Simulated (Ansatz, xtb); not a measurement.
**Ranking isomers of C6H7NS**

6 gas-phase structures of C6H7NS, from a drawn sample of its isomers (lower ones may exist). Each was relaxed with GFN2-xTB; where two conformers were screened, the lower at r2SCAN-D4/def2-SVP is listed:

A. `c1nscc1C1CC1`, a singlet
B. `C[C@@H]1C=CS[C@@H]1C#N`, a singlet
C. `Nc1ccccc1S`, a singlet
D. `c1csc(C2CC2)n1`, a singlet
E. `N#C[C@@H]1CCCC1=S`, a singlet
F. `C=Cc1ccsc1N`, a singlet

**Question.** Estimate their order in r2SCAN-D4/def2-SVP energy at these geometries, lowest first.

**Answer.** Calculated order at r2SCAN-D4/def2-SVP: C (0.000), D (1.131), F (1.160), E (1.381), B (1.579), A (1.584) eV. Less than 1 kcal/mol parts D and F; B and A, so the order within those pairs means little.

Energies above the lowest of each column, in eV:

| structure | GFN2-xTB | HF/STO-3G | r2SCAN-D4/def2-SVP |
| --- | --- | --- | --- |
| C | 0.000 | 0.353 | 0.000 |
| D | 0.298 | 0.644 | 1.131 |
| F | 0.939 | 1.396 | 1.160 |
| E | 0.841 | 0.105 | 1.381 |
| B | 1.207 | 0.000 | 1.579 |
| A | 0.519 | 0.948 | 1.584 |

r2SCAN-D4/def2-SVP puts C lowest; HF/STO-3G picks B. Some further structures that were screened fall inside this span and aren't listed. Flexible structures stand in one conformer each, not always the lowest. Frequencies (GFN2-xTB) were run for C alone.

Over these structures GFN2-xTB departs from r2SCAN-D4/def2-SVP by 0.308 eV on average once a common shift is removed. A GFN2-xTB relaxation took about 0.095 s and the r2SCAN-D4/def2-SVP energy about 2.4 s on a shared host (Ansatz 0.2.0, xtb 6.7.1).
